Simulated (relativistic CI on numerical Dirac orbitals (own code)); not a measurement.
**Pd⁺: L2,3 absorption edge**

Computed with this model: Dirac-Coulomb-Breit CI, KLI orbitals optimised for each configuration, model QED, valence Slater integrals scaled by 0.9, multiplet model of core-to-valence dipole absorption; configurations [Kr] 4d9 → [He] 2s2 2p5 3s2 3p6 3d10 4s2 4p6 4d10; 80 K; Lorentzian 0.96 eV and Gaussian 0.5 eV FWHM. Energies are those of the free ion, without screening or charge transfer. The branching ratio is the share of the lower-energy edge in the whole absorption, uncertain by about 0.02 where the edges overlap. S is read from ⟨S²⟩ = S(S + 1).

Field parameters in Wybourne normalisation: D3d B²₀ = −7Dσ, B⁴₀ = −14Dq − 21Dτ, B⁴₃ = −14√(10/7) Dq; Oh B⁴₀ = 21Dq, B⁴₄ = √(5/14) B⁴₀; Td as Oh with Dq negative (B⁴₀ = 21Dq, B⁴₄ = √(5/14) B⁴₀). The field is a parameter set, without covalency.

Peaks in eV (height, largest 100): 3172.7 (100).

Which surroundings give this spectrum?
A. D3d, 10Dq = 20400, Dσ = -790, Dτ = 30 cm⁻¹
B. Oh, 10Dq = 22650 cm⁻¹
C. D3d, 10Dq = 25200, Dσ = 310, Dτ = 480 cm⁻¹
D. free ion

D. free ion, where the ground state has S = 0.50.
